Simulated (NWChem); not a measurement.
CH$_{6}$OSi$_{2}$; SMILES C1[SiH2][SiH2]O1

```xyz
10

C      1.3242     0.4848     0.0000
O      1.0155    -0.9399     0.0000
Si    -0.6713    -1.0696     0.0000
Si    -0.4635     1.2559     0.0000
H      1.9228     0.7257     0.8864
H      1.9228     0.7257    -0.8864
H     -1.2013    -1.7795    -1.2000
H     -1.2013    -1.7795     1.2000
H     -0.8126     2.0549     1.2085
H     -0.8126     2.0549    -1.2085
```
Atoms are numbered in this order, from 1.

Results from NWChem. Structure relaxed at the B3LYP/6-31G* (spherical d) level. Total energies compare along this basis series because the functional is fixed.

```tsv
level	basis functions	energy (Ha)	highest occupied level (eV)	orbital gap (eV)	dipole (D)	relative time
PBE/def2-SVP	94	-695.1986	-6.34	5.35	1.30	1
PBE/def2-SVPD	139	-695.2145	-6.56	5.25	1.28	3
PBE/def2-TZVP	172	-695.5438	-6.54	5.25	1.16	3
PBE/def2-TZVPP	230	-695.5454	-6.54	5.24	1.15	5
```

Times are rough ratios from one shared machine.
